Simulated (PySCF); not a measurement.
Species: C9H16P (charge +1).
Numbering: `[CH:1]#[C:2][CH2:3][P@H+:4]([CH2:5][CH2:6][CH3:7])[CH:8]1[CH2:9][CH2:10]1` (hydrogens: H11 on C1; H12, H13 on C3; H14 on P4; H15, H16 on C5; H17, H18 on C6; H19, H20, H21 on C7; H22 on C8; H23, H24 on C9; H25, H26 on C10)
Bond orders are those of one Lewis drawing.

Computed by this run: PBE0-D3(BJ)/def2-SVP geometry optimisation, gas phase in PySCF; density fitting, grid level 1; the optimiser is geomeTRIC in internal coordinates, started from a GFN2-xTB structure with every atom displaced at random (about 0.01 Å).

Step 0: E = -18849.8314 eV
```
atom  x, y, z in Å  |  force x, y, z in eV/Å
C1     -1.1108    3.8051    0.4626    0.337   1.906   1.051
C2     -1.3690    2.8039   -0.1216   -0.577  -2.135  -1.283
C3     -1.6591    1.5596   -0.8188    1.523   0.483   0.416
P4     -0.4655    0.2907   -0.1830   -1.356  -0.168  -1.063
C5      1.2020    0.8078   -0.5260    0.554  -0.049   0.695
C6      2.2583   -0.1725   -0.0251   -0.259   0.150   0.711
C7      2.2789   -0.2993    1.4943   -0.941   0.059  -0.528
C8     -0.8577   -1.3178   -0.8785   -0.300  -0.148   0.737
C9     -0.6886   -2.5435    0.0066   -0.745  -0.138  -1.934
C10    -2.0644   -2.0713   -0.3076    0.939   0.383   0.114
H11    -0.9607    4.7382    0.9586    0.166   0.299   0.216
H12    -2.6674    1.2471   -0.6271   -0.936  -0.521   0.125
H13    -1.5144    1.6905   -1.8988   -0.002  -0.185  -0.214
H14    -0.7395    0.2216    1.1859    0.065  -0.015   0.295
H15     1.3367    1.7844   -0.0467   -0.067   0.282   0.038
H16     1.2750    0.9624   -1.5944   -0.063   0.088  -0.748
H17     2.0957   -1.1465   -0.4757    0.036  -0.504  -0.311
H18     3.2290    0.1811   -0.3532    0.467   0.184  -0.358
H19     3.0605   -0.9757    1.8145    0.396  -0.295   0.256
H20     2.4142    0.6786    1.9613    0.170   0.200   0.211
H21     1.3082   -0.6976    1.8525    0.284  -0.040   0.142
H22    -0.6536   -1.4199   -1.9448    0.083   0.072  -0.158
H23    -0.3036   -2.4129    0.9712    0.630   0.215   1.764
H24    -0.3365   -3.4417   -0.5030    0.073  -0.047   0.006
H25    -2.6507   -2.6442   -1.0067   -0.302  -0.214  -0.418
H26    -2.6416   -1.5979    0.4803   -0.175   0.139   0.238
```

Step 1: E = -18850.0223 eV
```
atom  x, y, z in Å  |  force x, y, z in eV/Å
C1     -1.0630    3.9043    0.4231   -0.069  -0.114  -0.098
C2     -1.3490    2.8825   -0.1590    0.068   0.108   0.104
C3     -1.6573    1.6323   -0.8182   -0.336  -0.335  -0.065
P4     -0.5558    0.3038   -0.2172    0.123   0.020   0.175
C5      1.1652    0.7747   -0.5054   -0.081   0.077  -0.213
C6      2.2105   -0.2061    0.0221    0.064  -0.075  -0.094
C7      2.2525   -0.3179    1.5352    0.136  -0.004   0.070
C8     -0.9363   -1.2961   -0.8927   -0.012   0.050  -0.134
C9     -0.6069   -2.5257   -0.0748    0.205   0.048   0.542
C10    -2.0255   -2.1513   -0.2811   -0.121   0.019  -0.189
H11    -0.8425    4.8316    0.9207    0.035   0.061   0.046
H12    -2.7000    1.2984   -0.6165    0.260   0.121  -0.070
H13    -1.5423    1.6927   -1.9163   -0.004   0.019   0.044
H14    -0.7860    0.2178    1.1732   -0.030   0.014  -0.018
H15     1.2774    1.7769   -0.0579    0.011   0.020   0.001
H16     1.2393    0.9088   -1.6031    0.037  -0.029   0.131
H17     2.0591   -1.1983   -0.4387    0.021   0.068   0.016
H18     3.1865    0.1485   -0.3511   -0.062  -0.030   0.033
H19     3.0727   -0.9801    1.8540   -0.037   0.076  -0.030
H20     2.4130    0.6652    2.0057    0.020  -0.029   0.005
H21     1.3312   -0.7401    1.9617   -0.098  -0.038   0.014
H22    -0.7822   -1.3503   -1.9779   -0.023   0.000   0.039
H23    -0.1738   -2.3820    0.9326   -0.153  -0.074  -0.362
H24    -0.1901   -3.3782   -0.6138    0.003  -0.018  -0.063
H25    -2.6265   -2.7337   -0.9874    0.040   0.057   0.056
H26    -2.5951   -1.7477    0.5599    0.004  -0.015   0.059
```

Step 2: E = -18850.0352 eV
```
atom  x, y, z in Å  |  force x, y, z in eV/Å
C1     -1.0790    3.8903    0.4123   -0.019   0.019  -0.012
C2     -1.3571    2.8632   -0.1626    0.019   0.030   0.027
C3     -1.6565    1.6057   -0.8169   -0.084  -0.100  -0.023
P4     -0.5442    0.2963   -0.2022    0.078   0.019   0.053
C5      1.1733    0.7791   -0.4990   -0.038   0.033  -0.042
C6      2.2305   -0.1926    0.0269    0.002  -0.008   0.005
C7      2.2811   -0.3053    1.5418   -0.017  -0.016   0.014
C8     -0.9374   -1.2945   -0.8885    0.032  -0.018   0.007
C9     -0.6379   -2.5409   -0.0811    0.041  -0.009   0.117
C10    -2.0480   -2.1301   -0.2897   -0.051   0.035  -0.075
H11    -0.8601    4.8223    0.9067    0.009  -0.014   0.002
H12    -2.6921    1.2734   -0.6214    0.033   0.018  -0.007
H13    -1.5367    1.6636   -1.9133    0.014   0.012   0.002
H14    -0.7836    0.2158    1.1862    0.001   0.000  -0.004
H15     1.2804    1.7840   -0.0548    0.003  -0.001   0.000
H16     1.2493    0.9090   -1.5932    0.000  -0.014   0.012
H17     2.0890   -1.1839   -0.4341   -0.002   0.000  -0.001
H18     3.2001    0.1707   -0.3480   -0.002   0.003   0.002
H19     3.1105   -0.9554    1.8535    0.004   0.007  -0.005
H20     2.4349    0.6769    2.0150    0.003  -0.001  -0.002
H21     1.3627   -0.7402    1.9699    0.001  -0.001  -0.010
H22    -0.7845   -1.3415   -1.9729   -0.004  -0.001  -0.001
H23    -0.2098   -2.4248    0.9209   -0.016  -0.003  -0.057
H24    -0.2410   -3.3954   -0.6344   -0.013   0.014  -0.025
H25    -2.6591   -2.6877   -1.0034   -0.009   0.002   0.007
H26    -2.6095   -1.7281    0.5591    0.016  -0.007   0.016
```

Task: Estimate the geometry and energy of step 3. (The exact step hangs on the optimiser's Hessian estimate; all steps are aligned on step 2, rigid shifts and turns removed.)

Result: E = -18850.0378 eV, largest force 0.061 eV/Å
```
atom  x, y, z in Å  |  force x, y, z in eV/Å
C1     -1.0991    3.8898    0.4008   -0.006   0.017  -0.003
C2     -1.3672    2.8557   -0.1663    0.001  -0.015  -0.002
C3     -1.6551    1.5900   -0.8136    0.013   0.016   0.005
P4     -0.5306    0.2954   -0.1913    0.005   0.014  -0.005
C5      1.1815    0.7853   -0.4963   -0.012   0.018   0.007
C6      2.2403   -0.1865    0.0272    0.001   0.002   0.011
C7      2.2874   -0.3083    1.5415   -0.020  -0.006  -0.004
C8     -0.9285   -1.2922   -0.8812    0.036  -0.037   0.033
C9     -0.6508   -2.5495   -0.0826   -0.028   0.003  -0.027
C10    -2.0544   -2.1116   -0.2900   -0.021   0.007  -0.034
H11    -0.8849    4.8252    0.8903    0.003  -0.008   0.001
H12    -2.6869    1.2527   -0.6193   -0.030  -0.015   0.008
H13    -1.5318    1.6451   -1.9096    0.011   0.002  -0.003
H14    -0.7705    0.2171    1.1969    0.011   0.000   0.002
H15     1.2874    1.7904   -0.0523    0.008  -0.002  -0.001
H16     1.2556    0.9132   -1.5899   -0.011  -0.005  -0.015
H17     2.1011   -1.1757   -0.4384   -0.004  -0.006  -0.009
H18     3.2093    0.1807   -0.3447    0.009   0.004   0.004
H19     3.1189   -0.9565    1.8502    0.006  -0.006   0.003
H20     2.4371    0.6712    2.0213   -0.003   0.003   0.001
H21     1.3686   -0.7497    1.9627    0.014   0.000  -0.003
H22    -0.7772   -1.3350   -1.9659    0.002   0.003  -0.007
H23    -0.2213   -2.4504    0.9171    0.022   0.007   0.040
H24    -0.2712   -3.4045   -0.6472   -0.004   0.010  -0.008
H25    -2.6756   -2.6531   -1.0069   -0.014  -0.006   0.002
H26    -2.6071   -1.7088    0.5644    0.012   0.001   0.004
```

The energy changes by -0.0026 eV. The first-order estimate −F·Δx gives -0.0040 eV and the mean of the old and new forces, exact on a quadratic surface, -0.0026 eV. The step makes an angle of 81° with the force vector and moves no atom by more than 0.038 Å.

The cost below is that of the whole optimisation. Hardware: Arm Neoverse V1, one thread, shared host. Cost: 5.1 min of wall time, 1.0 GiB resident at most.
